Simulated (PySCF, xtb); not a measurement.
H7Si3, SMILES [SiH2][SiH2][SiH3] (connectivity only; charge and spin as stated), charge +1, multiplicity 1.

GFN2-xTB (xtb) at its own geometry gives an orbital gap of 1.86 eV.

Geometry: B3LYP-D3(BJ)/def2-SVP. The spin state was assumed, not searched. The isomer is the one that the SMILES or the coordinates give; other isomers of the formula were not compared.

Problem. What does HF/def2-TZVPD (PySCF) give? (The exact figures need the calculation; the answer reports its results.)

Solution. gap 9.60 eV (levels -15.25 and -5.64 eV).
